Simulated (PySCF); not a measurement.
# Spinor energies of Yb⁶³⁺ (ytterbium, charge +63)

Start: [He] 2s2 2p3; 2p1/2 filled at m_j = -1/2, +1/2; 2p3/2 filled at m_j = +3/2. Calculated with PySCF 2.14 in an even-tempered Gaussian basis (17 s from 47 bohr⁻², ratio 2.4; 13 p from 60 bohr⁻², ratio 2.4; 5 d from 200 bohr⁻², ratio 2.6; 4 f from 300 bohr⁻², ratio 2.6): generalised Hartree-Fock with the X2C-1e Hamiltonian and a Gaussian nucleus; one run each with spin-orbit coupling (SO) switched off, then screened by Boettger's factors.

| spinor shell | electrons | ε, spin-free (eV) | ε, screened SO (eV) | weight of nominal j (screened SO) | rms radius, screened SO (bohr) |
| --- | --- | --- | --- | --- | --- |
| 1s1/2 | 2 | -68068.5 | -68022.2 | 1.000 | 0.0222 |
| 2s1/2 | 2 | -16190.9 | -16176.9 | 1.000 | 0.0872 |
| 2p1/2 | 2 | -15142.8 | -15881.1 | 1.000 | 0.0738 |
| 2p3/2 | 1 | -15142.8 | -14766.9 | 1.000 | 0.0801 |

```json
{"quantity": "E (hartree)", "spin-free": "-8187.70971", "screened SO": "-8231.75984"}
{"quantity": "M_J", "spin-free": "3/2", "screened SO": "3/2"}
{"quantity": "⟨J²⟩", "spin-free": "3.750", "screened SO": "3.750"}
{"quantity": "⟨L²⟩", "spin-free": "0.000", "screened SO": "2.590"}
{"quantity": "⟨S²⟩", "spin-free": "3.750", "screened SO": "1.465"}
```

Each row is a mean over spinors that exchange with the open shell spreads, by up to 63.765 eV (2s1/2).

Breit and QED terms are absent; they matter most for the inner s and p1/2 levels.

Densities and radii are taken from the X2C orbitals without a picture-change correction, which distorts them close to the nucleus.

Without spin-orbit coupling the j labels of p, d and f shells carry no meaning; the spin-free column gives the mean over the occupied spinors of each nl shell.
